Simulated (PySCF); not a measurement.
**How methods differ on the excitation energy of I⁺**

I⁺ [Kr] 4d10 5s2 5p4 (3P) → I⁺ [Kr] 4d10 5s2 5p3 5d1 (5D), as a difference of total energies. Computed with PySCF 2.14 in aug-cc-pwCVTZ-PP with ECP28MDF, with a scalar-relativistic core potential. Correlated levels: valence: 4s2 4p6 4d10 frozen; valence and next inner shell: nothing frozen outside the core potential. The calculations carry no spin-orbit coupling.

| method | excitation energy (eV) | error (eV) |
| --- | --- | --- |
| UHF | 9.532 | -0.768 |
| LDA | 10.250 | -0.050 |
| PBE | 9.913 | -0.387 |
| PBE0 | 9.997 | -0.303 |
| r2SCAN | 10.138 | -0.162 |
| B2PLYP | 10.232 | -0.068 |
| HSE06 | 10.046 | -0.254 |
| TPSS | 10.014 | -0.286 |
| CAM-B3LYP | 10.414 | +0.114 |
| MP2 (valence) | 9.962 | -0.338 |
| SCS-MP2 (valence) | 10.124 | -0.176 |
| MP2 (valence and next inner shell) | 10.187 | -0.113 |
| SCS-MP2 (valence and next inner shell) | 10.282 | -0.018 |

Reference: 10.300 eV (measured; NIST levels, between the centres of gravity of the two terms).

Errors of the correlated levels include the incompleteness of this basis and the frozen core.
